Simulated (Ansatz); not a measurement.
Start from `O[Si](O)(F)[SeH]` and change one atom or group to get `O[Si](O)(O)[SeH]`.

Ansatz, PBE0-D4/def2-TZVP geometries, multiplicity 1. Each molecule was computed in one conformer, which needn't be the lowest.

Scalar relativity is left out up to krypton.

```csv
property,`O[Si](O)(F)[SeH]`
HOMO energy (PBE/def2-TZVPP) / eV,-6.18
HOMO–LUMO gap (PBE/def2-TZVPP) / eV,5.28
LUMO energy (B3LYP/def2-TZVPP) / eV,-0.30
HOMO energy (PBE0/def2-TZVPP) / eV,-7.38
HOMO energy (B3LYP/def2-TZVPP) / eV,-7.12
zero-point energy (PBE0-D4/def2-TZVP) / kJ/mol,105.7
```

**Question.** What does the change do to each property? (An estimate is asked.)

**Answer.** Ansatz gave: 
| property | `O[Si](O)(O)[SeH]` | shift |
| --- | --- | --- |
| HOMO energy (PBE/def2-TZVPP) / eV | -5.90 | 0.28 |
| HOMO–LUMO gap (PBE/def2-TZVPP) / eV | 5.20 | -0.08 |
| LUMO energy (B3LYP/def2-TZVPP) / eV | -0.17 | 0.13 |
| HOMO energy (PBE0/def2-TZVPP) / eV | -7.10 | 0.28 |
| HOMO energy (B3LYP/def2-TZVPP) / eV | -6.85 | 0.27 |
| zero-point energy (PBE0-D4/def2-TZVP) / kJ/mol | 136.7 | 31.0 |

With PBE0 the HOMO rises by 0.28 eV and the LUMO rises by 0.19 eV, so the gap narrows by about 0.09 eV. PBE moves the HOMO by 0.28 eV and ωB97M-V by 0.29 eV. The zero-point energy changes by 31.0 kJ/mol with +3 modes.

B3LYP here is the variant with VWN-RPA as its local correlation; programs differ in this.

Spin–orbit coupling is left out; it splits and shifts lone-pair levels of the heavy atoms by tenths of an eV.
